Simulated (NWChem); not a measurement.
Molecule: InNH$_{4}$O; SMILES [InH]([NH2])[OH]

```xyz
7

In    -0.2733    -0.0666     0.0391
H     -1.9789    -0.2154    -0.0318
O      0.9755    -1.6324    -0.0338
H      0.5172    -2.4751    -0.1161
N      0.8252     1.6218     0.0530
H      1.8103     1.5581     0.2884
H      0.4397     2.5010     0.3789
```
Atoms are numbered in this order, from 1.

Level: PBE0/def2-SVP with def2 effective core potentials on In (NWChem), optimised geometry, unscaled harmonic frequencies. def2 effective core potentials on In; no spin-orbit coupling.

| frequency (cm⁻¹) | IR intensity (km/mol) |
|---|---|
| 136 | 6.3 |
| 264 | 48.5 |
| 296 | 218.2 |
| 310 | 27.8 |
| 430 | 28.4 |
| 452 | 142.7 |
| 603 | 48.0 |
| 629 | 29.7 |
| 734 | 16.9 |
| 793 | 112.6 |
| 1515 | 10.1 |
| 1834 | 135.0 |
| 3601 | 19.9 |
| 3713 | 26.6 |
| 3908 | 45.1 |

```
Item                                                                               Result
-----------------------------------------------------------------------  ----------------
zero-point energy                                                           27.5 kcal/mol
thermal correction to the enthalpy at 298.15 K (with zero-point energy)     31.7 kcal/mol
heat capacity Cv                                                         19.2 cal/(mol K)
entropy at 298.15 K and 1 atm (symmetry number 1)                        75.8 cal/(mol K)
```

Rigid rotor and harmonic oscillator.
